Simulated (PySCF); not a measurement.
PySCF input file for CH₇Si₂, SMILES [SiH3][CH][SiH3], multiplicity 2, SMD-ωB97X/def2-SVP. Coordinates come from a ωB97X-D3(BJ)/def2-SVP optimisation. The isomer is the one that the SMILES or the coordinates give; other isomers of the formula were not compared.

```python
import numpy as np
from pyscf import gto, scf, dft
from pyscf.solvent import smd

mol = gto.M(
    atom='''
    Si    1.66086916    0.00000000   -0.13538541
    C    -0.00000000    0.00000000    0.69569462
    Si   -1.66086916    0.00000000   -0.13538541
    H     2.44803533    1.20707053    0.26399807
    H     2.44803532   -1.20707054    0.26399809
    H     1.49553014   -0.00000001   -1.61758078
    H    -0.00000000    0.00000000    1.79579302
    H    -2.44803533    1.20707054    0.26399807
    H    -2.44803532   -1.20707054    0.26399809
    H    -1.49553013   -0.00000001   -1.61758078
    ''',
    basis='def2-SVP',
    charge=0,
    spin=1,
    max_memory=1600,
    verbose=3,
)
mf = dft.UKS(mol, xc='wb97x').density_fit(auxbasis='def2-universal-jkfit')
mf.grids.level = 3
mf.conv_tol = 1e-9
mf.max_cycle = 100
mf.kernel()
fine, coarse = mf.grids, dft.Grids(mol).set(level=1).build(with_non0tab=True)
for _ in range(3):  # follow internal instabilities
    mf.grids = coarse
    mo, _, stable, _ = mf.stability(return_status=True, nroots=4)
    mf.grids = fine
    if stable:
        break
    mf.kernel(mf.make_rdm1(mo, mf.mo_occ))
res = {}
for name in ['water', 'ethylethanoate', 'methanol']:
    s = mf.SMD()
    s.with_solvent.solvent, s.with_solvent.sasa_ng = name, 302
    s.kernel(mf.make_rdm1())
    res[name] = (s.e_tot, s.with_solvent.get_cds(), s.dip_moment(), s.mo_energy, s.converged)
    print(f'SMD {name}: dG(solv) = {(s.e_tot - mf.e_tot) * 627.509474:.3f} kcal/mol, of which CDS {res[name][1] * 627.509474:.3f}')
```

Program output:

```

WARN: HOMO -0.196810606864374 >= LUMO -0.196810606864374

converged SCF energy = -620.99746902165  <S^2> = 0.75475572  2S+1 = 2.0047501
<class 'pyscf.df.df_jk.DFUKS'> wavefunction is stable in the internal stability analysis
converged SCF energy = -620.99207351478  <S^2> = 0.75469439  2S+1 = 2.0046889
Dipole moment(X, Y, Z, Debye): -0.00000,  0.00000,  0.79366
SMD water: dG(solv) = 3.386 kcal/mol, of which CDS 4.176
converged SCF energy = -620.99792574634  <S^2> = 0.75470919  2S+1 = 2.0047037
Dipole moment(X, Y, Z, Debye): -0.00000,  0.00000,  0.72837
SMD ethylethanoate: dG(solv) = -0.287 kcal/mol, of which CDS 0.312
converged SCF energy = -620.998057313742  <S^2> = 0.75469628  2S+1 = 2.0046908
Dipole moment(X, Y, Z, Debye): -0.00000,  0.00000,  0.78496
SMD methanol: dG(solv) = -0.369 kcal/mol, of which CDS 0.397
```

The calculation finished and met its thresholds.
